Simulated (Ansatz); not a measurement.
C2H6Te, closed shell: a pair in one relaxed arrangement.

in.yaml

```yaml
crystal:
  periodic: [false, false, false]
  atoms:
    - {symbol: C, position_ang: [-0.525307, 0.090449, -1.242850]}
    - {symbol: C, position_ang: [0.790208, 0.108671, -1.101432]}
    - {symbol: H, position_ang: [-1.189653, -0.021793, -0.392310]}
    - {symbol: H, position_ang: [-0.992503, 0.186698, -2.217167]}
    - {symbol: H, position_ang: [1.453851, 0.220206, -1.952187]}
    - {symbol: H, position_ang: [1.261690, 0.012601, -0.128850]}
    - {symbol: Te, position_ang: [-0.662742, -0.254163, 3.012797]}
    - {symbol: H, position_ang: [-0.027038, -1.342030, 1.938125]}
    - {symbol: H, position_ang: [-0.108408, 0.999464, 2.083675]}
basis:
  gaussian: {orbitals: "def2-TZVPPD.json"}
hamiltonian: {xc: pbe, dispersion: d4}
```

The basis file named in the input lies beside it (Basis Set Exchange, JSON).

Run by:

```bash
ansatz run in.yaml --threads 4 --pin off --events-out ev --progress --plain --max-ram 9574MiB
```

Output of Ansatz 0.2.0:

```
Functional definition: PBE
  name "PBE"
  cite "Perdew, Burke & Ernzerhof, Phys. Rev. Lett. 77, 3865 (1996) doi:10.1103/PhysRevLett.77.3865"
  parent pbe
  parameter kappa = 0.804
  parameter beta = 0.06672455060314922
  exchange = pbe_x(kappa = kappa, mu = beta*pi^2/3)
  correlation = pbe_c(beta = beta)
1151 factors; their error is unknown
mean field evaluation 1: about -9400.8295 eV, gradient 1.1e2 eV
mean field evaluation 2: about -8455.0805 eV, gradient 2.5e2 eV
mean field evaluation 4: about -9459.6149 eV, gradient 2.8e1 eV
mean field evaluation 8: about -9461.4697 eV, gradient 1.5e0 eV
mean field evaluation 16: about -9461.4447 eV, gradient 2.9e-3 eV
mean field -9461.44465884 eV, -347.7016780149 hartree, gradient 4.5e-5 eV, S^2 0.000000; 0 other end points of the search recorded, 0 dependent functions left out
reference -9461.44471377 eV, -347.7016800334 hartree; 21, 21 occupied and 214, 214 virtual orbitals, 1151 factors
Total energy: -9461.57184033 eV, -347.7063518484 hartree
```

The lines “mean field evaluation” count trial sets of orbitals through the whole run, from several starts and some on an approximate energy, so they need not fall steadily or lie above the final value.

The run took about 1.8 s on 4 CPU threads of an Arm Neoverse V1 (shared host).
